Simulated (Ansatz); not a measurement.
Start from `OB([SiH3])N[SiH3]` and change one atom or group to get `OB(F)[SiH3]`.

Ansatz, PBE0-D4/def2-TZVP geometries, multiplicity 1. Each molecule was computed in one conformer, which needn't be the lowest.

```json
{"property": "LUMO energy (ωB97M-V/def2-TZVPP) / eV", "`OB([SiH3])N[SiH3]`": "1.64"}
{"property": "HOMO energy (PBE/def2-TZVPP) / eV", "`OB([SiH3])N[SiH3]`": "-6.69"}
{"property": "HOMO energy (B3LYP/def2-TZVPP) / eV", "`OB([SiH3])N[SiH3]`": "-7.78"}
{"property": "HOMO–LUMO gap (PBE/def2-TZVPP) / eV", "`OB([SiH3])N[SiH3]`": "5.55"}
{"property": "HOMO energy (ωB97M-V/def2-TZVPP) / eV", "`OB([SiH3])N[SiH3]`": "-10.21"}
{"property": "LUMO energy (B3LYP/def2-TZVPP) / eV", "`OB([SiH3])N[SiH3]`": "-0.43"}
```

(1) Give the same properties after the change, and the shifts. (An estimate is asked.)

Results:

(1) The calculation gave: 
```tsv
property	`OB(F)[SiH3]`	shift
LUMO energy (ωB97M-V/def2-TZVPP) / eV	1.26	-0.38
HOMO energy (PBE/def2-TZVPP) / eV	-7.23	-0.54
HOMO energy (B3LYP/def2-TZVPP) / eV	-8.39	-0.61
HOMO–LUMO gap (PBE/def2-TZVPP) / eV	5.60	0.05
HOMO energy (ωB97M-V/def2-TZVPP) / eV	-10.78	-0.57
LUMO energy (B3LYP/def2-TZVPP) / eV	-0.91	-0.48
```

With PBE0 the HOMO falls by 0.57 eV and the LUMO falls by 0.46 eV, so the gap widens by about 0.11 eV. PBE moves the HOMO by -0.54 eV and ωB97M-V by -0.57 eV.

B3LYP here is the variant with VWN-RPA as its local correlation; programs differ in this.
